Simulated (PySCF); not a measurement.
Compound: C5H11OSi (doublet state).
Geometry (GFN2-xTB, Å), atoms numbered from 1 in this order:
```xyz
18
C5H11OSi angstrom
Si     2.346    0.799   -1.035
O      0.943    0.924   -0.250
C      0.308    0.094    0.680
C     -1.017    0.757    1.094
C     -2.011    0.193    0.154
C     -1.436   -0.900   -0.662
C     -0.131   -1.239    0.064
H      2.381   -0.334   -1.969
H      2.345    2.081   -1.720
H      3.467    0.627   -0.103
H      0.983   -0.058    1.532
H     -1.251    0.514    2.140
H     -0.941    1.847    1.028
H     -2.983    0.615   -0.008
H     -2.105   -1.760   -0.757
H     -1.218   -0.556   -1.684
H     -0.322   -1.953    0.866
H      0.635   -1.644   -0.595
```

The hyperfine couplings belong to this conformer and change with its torsions.

The species is `[SiH3]O[C@H]1C[CH]CC1` [radical].

Level of theory: PySCF, UKS B3LYP, pcH-1 on C H O Si, non-relativistic, mean-field spin-orbit, GIAO. Isolated species at its GFN2-xTB geometry (one conformer only). The geometry wasn't refined by DFT: couplings that depend on bond lengths, twists or pyramidal angles can differ widely from those at the functional's own minimum. No stability test was run, so a lower SCF solution isn't excluded.

Break the g tensor into its mass correction, gauge correction and orbital-Zeeman/spin–orbit terms.

```tsv
Δg (ppm)	1	2	3
relativistic mass correction	-136	-136	-136
gauge correction	1	22	17
orbital Zeeman/spin–orbit	22	566	799
total	-114	452	679
```

So g = 2.00221, 2.00277, 2.00300 and g_iso = 2.00266; the tensor is rhombic: the two nearest values differ by 29 % of g3 − g1. Axes: g3 points within 2° of the C5–H14 bond.

How much does each term add to the isotropic shift?

The orbital-Zeeman/spin–orbit term 462, the mass correction -136 and the gauge correction 13 ppm, for a total of 339 ppm. The orbital-Zeeman/spin–orbit term is the largest in size. The mass correction is the same along every axis, so the anisotropy comes from the other two: their spans along these axes are 21 (gauge) and 777 ppm (orbital Zeeman/spin–orbit).

What are the electron Larmor frequencies g μB B/h along the three axes at 1200 mT?

33.6280, 33.6375, 33.6413 GHz for g1, g2 and g3, a range of 13.3 MHz.

In a frozen sample, at which fields do the three g values resonate at 9.5, 34, 94 and 263 GHz (hyperfine left aside), and which band first spreads them over more than twice a line width of 0.5 mT?

```tsv
band	GHz	B(g3) mT	B(g2) mT	B(g1) mT	spread mT
X	9.5	338.87	338.91	339.00	0.13
Q	34.0	1212.79	1212.93	1213.27	0.48
W	94.0	3353.02	3353.40	3354.34	1.33
J	263.0	9381.31	9382.38	9385.03	3.72
```

The spread grows in proportion to the frequency. W band is the first where it exceeds 1.0 mT.

The Mulliken spin populations are largest on C5 (+1.02), C4 (-0.09), C6 (-0.09) and H16 (+0.06). C5 is the only atom above +0.15. The positive populations add up to 1.22 and the negative ones to -0.22, together 2S = 1. The angles at C5 add up to 359.5°, so it is planar; its axial dipolar tensor and the negative coupling of its proton fit spin in a p orbital normal to that plane.

The HOMO–LUMO gaps are 5.39 eV among the α and 6.55 eV among the β orbitals.
